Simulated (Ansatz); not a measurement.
Relaxation of AlClF2H3N (8 atoms, charge 0, multiplicity 1), to a largest force component of 0.03 eV/Å in at most 50 steps.

These are results of RHF/def2-SVP in Ansatz, not measurements.

```xyz
8
Properties=species:S:1:pos:R:3:forces:R:3
Al 0.042 0.378 -0.167 0.10 -0.70 0.93
F -0.031 0.322 1.499 0.04 0.38 -0.69
Cl 1.811 0.863 -1.141 -0.10 -0.03 0.06
F -1.382 0.313 -0.969 0.02 -0.01 -0.05
N 0.465 -2.444 1.033 -0.22 1.31 0.37
H -0.162 -3.228 1.066 0.01 0.04 0.02
H 1.402 -2.774 1.199 -0.12 0.01 0.00
H 0.220 -1.778 1.780 0.28 -1.00 -0.64
```

Q: Where does it end, and by what steps?

A: It converged. The force dipped under the threshold on the way, but the program's further checks kept it going. After 11 steps the energy has fallen by 1.415 eV; H6 moved furthest, 0.82 Å. Joined: Al1–N5 (3.10 → 2.01 Å).

| step | energy less start (eV) | largest force component (eV/Å) | accepted |
| --- | --- | --- | --- |
| 0 | 0.0000 | 1.314 | yes |
| 1 | -0.2056 | 1.355 | yes |
| 2 | -0.6046 | 1.869 | yes |
| 3 | -1.0618 | 1.730 | yes |
| 4 | -1.1526 | 2.659 | yes |
| 5 | -1.3584 | 0.600 | yes |
| 6 | -1.4020 | 0.387 | yes |
| 7 | -1.4106 | 0.131 | yes |
| 8 | -1.4137 | 0.014 | yes |
| 9 | -1.4144 | 0.030 | yes |
| 10 | -1.4147 | 0.042 | yes |
| 11 | -1.4148 | 0.022 | yes |

```xyz
8
Properties=species:S:1:pos:R:3
Al 0.104 -0.115 0.185
F -0.136 0.711 1.603
Cl 1.894 0.299 -0.868
F -1.251 -0.401 -0.728
N 0.406 -1.964 0.925
H -0.289 -2.600 0.561
H 1.318 -2.329 0.693
H 0.320 -1.950 1.932
```

Whether the end is a true minimum wasn't checked by a vibrational analysis.

Time of the run: 27 s on 1 thread of Arm Neoverse V1, on a shared host, peak memory 0.17 GiB.
